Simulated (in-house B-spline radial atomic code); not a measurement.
**RPA and G0W0 on BLYP: neutral arsenic**

Configuration [Ar] 3d10 4s2 4p3, highest spin, mean-field start BLYP. Computed with an all-electron radial atomic-structure program (B-spline basis): all electrons, non-relativistic, point nucleus, each spin shell either full or empty, empty states to l = 9 with an (l + 1/2)⁻⁴ tail; G0W0 by contour deformation at full frequency.

Command:
```bash
python run_gw.py task.json out
```
Settings (radii: box in bohr, nucleus in fm):
```
Z                        33
electrons                33
configuration            [Ar] 3d10 4s2 4p3
hamiltonian              nr
method                   b88,lyp
lmax                     9
spin_polarised           True
box_radius               40
intervals                55
```

Run time, properties included: 4.6 s on 1 thread of Arm Neoverse N1 (shared host).

Energies (hartree):

```
                                     term        value
                         mean-field total  -2235.92205
Hartree-Fock functional on these orbitals  -2234.20388
                      direct second order      -2.8455
                    second-order exchange       0.8295
                         SOSEX correction      0.74811
```

Task: What is the RPA correlation energy, and what remains with SOSEX?

Result: RPA gives -2.3972 hartree (-1.98 eV per electron); RPA + SOSEX gives -1.6491, and the second-order doubles -2.016 hartree (no singles). SOSEX takes back 31 % of the RPA value.

Quasi-particle levels (eV):

| level | occupied | mean field | Σx - vxc | Σc | QP weight | G0W0 |
| --- | --- | --- | --- | --- | --- | --- |
| 4p up | yes | -5.633 | -4.35 | ? | ? | ? |
| 4p down | no | -3.908 | 5.48 | -2.80 | 0.828 | -1.223 |

G0W0 = mean field + (Σx - vxc) + Σc, with Σc (partial-wave tail included) taken at the quasi-particle energy. Only the outer levels were computed. Levels of low weight are left out.

Task: Where does G0W0 put 4p up?

Result: At -9.559 eV, with Σc = 0.42 eV and a quasi-particle weight of 0.755. The tabulated removal energy is 9.789 eV (NIST, measured); the calculation leaves out relativity, Breit and QED terms, and what these don't explain is the method's own error.
